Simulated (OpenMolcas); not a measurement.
Ionisation energies of vanadium

```json
{
 "Program": "OpenMolcas",
 "Basis": "ANO-L-VTZP [6s5p3d2f1g]",
 "Scalar Hamiltonian": "non-relativistic, point nucleus",
 "Spin-orbit coupling": "state interaction with AMFI integrals over the reference wave functions, term energies averaged over their components"
}
```

Active shells in each charge state: the valence d, s shells, with orbitals averaged over the low states. Where CASPT2's correlated closed shells are named, they are those of the first ion.

A. CASSCF
B. SS-CASPT2, IPEA 0.25 Eh, imaginary shift 0.1 Eh (closed shells correlated: 3s 3p)
C. SS-CASPT2, IPEA 0 Eh, imaginary shift 0.1 Eh (closed shells correlated: 3s 3p)
D. SS-CASPT2, IPEA 0.25 Eh, imaginary shift 0.1 Eh (closed shells correlated: 2s 2p 3s 3p)

Energies in eV between the lowest computed levels, named as in B; reference values from the NIST Atomic Spectra Database with their kind.

```csv
From,To,A,B,C,D,Spin-orbit share in B,Reference
V 3d³ 4s² ⁴F_3/2,V+ 3d⁴ ⁵D₀,5.697,6.966,7.101,6.984,+0.005,6.746 (measured)
V+ 3d⁴ ⁵D₀,V2+ 3d³ ⁴F_3/2,13.329,14.652,14.814,14.648,-0.016,14.634 (measured)
```

Other lowest levels: A, V 3d⁴ 4s ⁶D_1/2 to 3d³ 4s ⁵F₁; A, V+ 3d³ 4s ⁵F₁ to 3d³ ⁴F_3/2.

Error against the reference values, in %:

| From | Reference | A | B | C | D |
| --- | --- | --- | --- | --- | --- |
| V | measured | -15.5 | +3.3 | +5.3 | +3.5 |
| V+ | measured | -8.9 | +0.1 | +1.2 | +0.1 |

Mean absolute error over the 2 measured values: A 1.18 eV, B 0.12 eV, C 0.27 eV, D 0.13 eV.

The lowest level within the active space need not be the ion's true ground level.
